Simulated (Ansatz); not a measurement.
`ClC(Cl)=CBr` → Br• + 2 C• + 2 Cl• + H•  (atomization)

Calculated with Ansatz (gas phase, PBE0-D4/def2-TZVP geometries, no zero-point term in ΔE). CCSD(T)/CBS is the MP2 limit (def2-TZVPP, def2-QZVPP) plus CCSD(T) − MP2 in def2-TZVPP, frozen cores. This one scheme is used for every species, atoms too. DFT in def2-TZVPP. B3LYP here is the variant with VWN-RPA as its local correlation; programs differ in this. No spin–orbit coupling; open shells (•) take unrestricted orbitals. Spin–orbit coupling would lower the free atoms: a little for C, Cl; clearly for Br. Bonds to Br are less sure, by a few kJ/mol each and by 10 to 20 or more in all where they break to atoms, as the def2 sets lack core-valence functions. Scalar relativity is left out up to krypton.

```csv
level,ΔE (eV),difference from CCSD(T)/CBS
revPBE-D4,21.56,0.53
B3LYP-D4,20.82,-0.21
r2SCAN0-D4,20.72,-0.31
PBE,22.10,1.07
BHLYP,19.47,-1.56
HF/def2-SVP,13.81,-7.22
CCSD(T)/def2-SVP,19.52,-1.51
SCS-MP2/def2-TZVPP,20.67,-0.36
HF/CBS(def2),13.78,-7.25
MP2/CBS(def2),22.11,1.08
CCSD(T)/CBS,21.03,0
```

Largest T1 diagnostic among the species: 0.009.

From r2SCAN to r2SCAN0 (25 % exact exchange), in def2-TZVPP and without D4, ΔE moves by −0.63 eV: exact exchange takes away binding that semilocal exchange gives to molecules. In def2-TZVPP, CCSD(T) changes the Hartree–Fock value by +6.50 eV (the triples alone add +0.67 eV) and MP2 by +7.58 eV; breaking electron pairs costs correlation energy, which Hartree–Fock lacks.

For atomizations the MP2-based limit and the directly extrapolated one differ by several kJ/mol either way, and by 10 to 25 for some Ge, Se and Sn compounds, so smaller differences from it don't rank the levels.
